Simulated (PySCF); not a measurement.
# Effect of structural changes

Method: TDDFT CAM-B3LYP/def2-SVPD circular dichroism and optical rotation, one conformer, gas phase in PySCF 2.14.0. Geometry: GFN2-xTB.

Each molecule in one low-energy conformer. The parent is C=C1[C@@H](Cl)[C@@H]1[O][GeH3].

The molecule is flexible and this is one conformer; a measurement averages over conformers. The calculation is non-relativistic, which matters for the atoms heavier than Zn.

(1) How does the specific rotation at 589.3 nm (origin-invariant length gauge) change along this series?
- C=C1[C@@H](Cl)[C@@H]1[O][GeH3] (base)
- C=C1[C@@H]([O][GeH3])[C@H]1Cl (diastereomer)

## Answers

(1) 
```csv
molecule,[α]589 (deg dm⁻¹ (g/mL)⁻¹),S1 (eV),"R(S1), velocity form (10⁻⁴⁰ esu² cm²)"
C=C1[C@@H](Cl)[C@@H]1[O][GeH3],+261.5,5.58,+8.8
C=C1[C@@H]([O][GeH3])[C@H]1Cl,-240.2,5.24,+15.6
```
The specific rotation at 589.3 nm (origin-invariant length gauge) is lowest for C=C1[C@@H]([O][GeH3])[C@H]1Cl and highest for C=C1[C@@H](Cl)[C@@H]1[O][GeH3].
